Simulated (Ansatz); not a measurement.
Basis sets compared for Al7H. Charge 0, multiplicity 1. Geometry B3LYP-D4/def2-SVP. Ansatz on 4 threads of AMD EPYC 7B13 on a shared host; times are rough, and most runs start from earlier orbitals.

```xyz
8

Al   -1.4768    0.0997    1.9968
Al    1.8632   -1.2630    1.2811
Al    0.1598    0.5742   -2.3978
Al    0.6171    0.7907    0.2455
Al    1.3426   -1.3917   -1.2318
Al   -1.7474    0.3106   -0.5373
Al    0.9038    0.4904    2.9260
H    -1.6624    0.3892   -2.2825
```

The restricted singlet is unstable towards broken spin symmetry in Hartree–Fock (as tested in another run); at PBE-D4/def2-SVP, PBE-D4/def2-TZVP, PBE0-D4/def2-SVP, PBE0-D4/def2-TZVP this wasn't settled. Another isomer (singlet) lies 0.79 eV lower at PBE0-D4/def2-TZVP; other spin states weren't run for this one.

Binding counts from free atoms (Al doublet, H doublet) in the same basis, without a counterpoise term.

```
           level  functions  energy (Eh)  HOMO (eV)  LUMO (eV)  binding per atom (eV)  wall time
 PBE-D4/def2-SVP        131   -1696.1403      -4.62      -3.57                   2.21      1.8 s
PBE0-D4/def2-SVP        131   -1696.2736      -5.25      -3.12                   2.12      2.5 s
```

Q: Estimate the rows for PBE-D4/def2-TZVP (with forces), PBE0-D4/def2-TZVP.

A: 
```
                         level  functions  energy (Eh)  HOMO (eV)  LUMO (eV)  binding per atom (eV)  wall time
PBE-D4/def2-TZVP (with forces)        265   -1696.7419      -4.50      -3.48                   2.21      4.7 s
             PBE0-D4/def2-TZVP        265   -1696.8666      -5.11      -3.01                   2.12      8.5 s
```
